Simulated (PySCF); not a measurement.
Species: C₈H₈.
Numbering: `[CH:1]#[C:2][C:3]1=[CH:4][CH:5]=[CH:6][CH2:7][CH2:8]1` (hydrogens: H9 on C1; H10 on C4; H11 on C5; H12 on C6; H13, H14 on C7; H15, H16 on C8)

Computed geometry: GFN2-xTB, gas phase.

Problem. What internal coordinates does the optimisation give?

Solution. 
| bond | length (Å) | order |
| --- | --- | --- |
| C1≡C2 | 1.202 | triple |
| C2–C3 | 1.408 | single |
| C3=C4 | 1.344 | double |
| C4–C5 | 1.444 | single |
| C5=C6 | 1.334 | double |
| C6–C7 | 1.500 | single |
| C7–C8 | 1.527 | single |
| C3–C8 | 1.509 | single |
| C1–H9 | 1.049 | single |
| C4–H10 | 1.080 | single |
| C5–H11 | 1.080 | single |
| C6–H12 | 1.080 | single |
| C7–H13, C7–H14 | 1.095 | single |
| C8–H15, C8–H16 | 1.094 | single |

Bonds in one row agree within 0.01 Å and their mean is given. Orders are formal, as drawn. A selection of angles:
| angle | degrees |
| --- | --- |
| C1–C2–C3 | 178.5 |
| C2–C3–C4 | 122.3 |
| C2–C3–C8 | 117.6 |
| C4–C3–C8 | 120.0 |
| C3–C4–C5 | 120.4 |
| C4–C5–C6 | 120.7 |
| C5–C6–C7 | 120.7 |
| C6–C7–C8 | 111.0 |
| C3–C8–C7 | 111.0 |

Torsions: C2–C3–C4–C5 179° (antiperiplanar); C3–C4–C5–C6 15° (synperiplanar); C4–C5–C6–C7 2° (synperiplanar); C5–C6–C7–C8 -32° (synclinal); C6–C7–C8–C3 45° (synclinal); C2–C3–C8–C7 150°. The mirror-image conformer, all signs reversed, is as good.

The C–C distances run from 1.202 Å (C1≡C2, drawn triple) to 1.527 Å (C7–C8, drawn single), a spread of 0.325 Å. The 6-membered ring C3–C4–C5–C6–C7–C8 has internal angles of 111.0° to 120.7°; it is puckered, 0.17 Å rms from its mean plane, widest ring torsion 45°.

Point group: C1 (no symmetry element, even within 0.4 Å). Stationary, but not proved a minimum. The numbers are those of one conformer.
